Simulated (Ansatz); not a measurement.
Cu(F) anion (CuF), SMILES [Cu][F] (connectivity only; charge and spin as stated), charge -1, multiplicity 2.

Geometry: PBE-D3(BJ)/def2-TZVPD. The spin state was assumed, not searched.

Two levels are set side by side: PBE/def2-TZVPD (Ansatz, a quantum-chemistry and plane-wave program) and CAM-B3LYP/def2-TZVPD (Ansatz). Energy differences of separate SCF runs at the same geometry; the states with an electron removed or added have multiplicity 1. Differences are taken from unrounded values.

```
quantity                         CAM-B3LYP   PBE  PBE minus CAM-B3LYP
-------------------------------  ---------  ----  -------------------
vertical ionisation energy (eV)       1.39  1.45                 0.06
```
